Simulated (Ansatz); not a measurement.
input.yaml

```yaml
crystal:
  periodic: [false, false, false]
  atoms:
    - { symbol: Ga, position_ang: [-0.752808, -0.454011, -1.025217] }
    - { symbol: Si, position_ang: [0.65217, -0.164386, 1.06735] }
    - { symbol: H, position_ang: [0.083518, -1.077902, -2.173569] }
    - { symbol: H, position_ang: [-2.238728, -0.640612, -0.616693] }
    - { symbol: H, position_ang: [0.030156, 1.142549, -0.328334] }
    - { symbol: Cl, position_ang: [-0.534688, 2.0197, -1.42328] }
    - { symbol: H, position_ang: [1.998931, 0.460821, 1.010928] }
    - { symbol: H, position_ang: [-0.085206, 0.348544, 2.24906] }
    - { symbol: H, position_ang: [0.846755, -1.634801, 1.239754] }
basis:
  gaussian: { orbitals: def2-mTZVP }
hamiltonian:
  xc: r2scanh
phonons: {}
```

Launched with:

```bash
$ ansatz run input.yaml --threads 4 --pin off --max-ram 5120MiB --backend cpu --events-out ev --progress --plain --runs-dir out
```

Hardware: 4 threads of Arm Neoverse N1, with other jobs on the host.

Question: Roughly how long does this run take, and how much memory?

Answer: 2.1 min, with a peak of 0.24 GiB, for 0 ionic steps.
